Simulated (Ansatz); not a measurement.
Consider the redistribution: `N[SiH2]C(N)[SiH3]` + `N=C[SeH]` → `N=C[SiH2]N` + `NC([SiH3])[SeH]`.

Isolated molecules relaxed with PBE0-D4/def2-TZVP in Ansatz; ΔE leaves out vibrations. CCSD(T)/CBS is the MP2 limit (def2-TZVPP, def2-QZVPP) plus CCSD(T) − MP2 in def2-TZVPP, frozen cores. Functionals use def2-TZVPP. B3LYP here is the variant with VWN-RPA as its local correlation; programs differ in this. For Se outer-core shells are correlated without core-valence functions, which leaves a few kJ/mol of doubt a bond. Scalar relativity is left out up to krypton. Each species was taken in one conformer, which may not be the lowest.

```csv
level,ΔE (kJ/mol),difference from CCSD(T)/CBS
PBE-D4,33.7,11.3
r2SCAN-D4,34.8,12.4
PBE0-D4,31.2,8.8
B3LYP-D4,27.9,5.5
ωB97X-V,26.9,4.5
B2PLYP,26.3,3.9
PBE,32.9,10.5
r2SCAN,34.3,11.9
HF/def2-TZVPP,17.6,-4.8
MP2/def2-TZVPP,26.7,4.3
CCSD/def2-TZVPP,22.6,0.2
HF/def2-QZVPP,17.8,-4.6
MP2/def2-QZVPP,26.1,3.7
SCS-MP2/def2-QZVPP,22.5,0.1
MP2/CBS(def2),25.5,3.1
CCSD/CBS(def2),21.3,-1.1
CCSD(T)/CBS,22.4,0
```

Largest T1 diagnostic among the species: 0.012.

In def2-TZVPP, CCSD(T) changes the Hartree–Fock value by +6.1 kJ/mol (the triples alone add +1.0 kJ/mol) and MP2 by +9.1 kJ/mol.
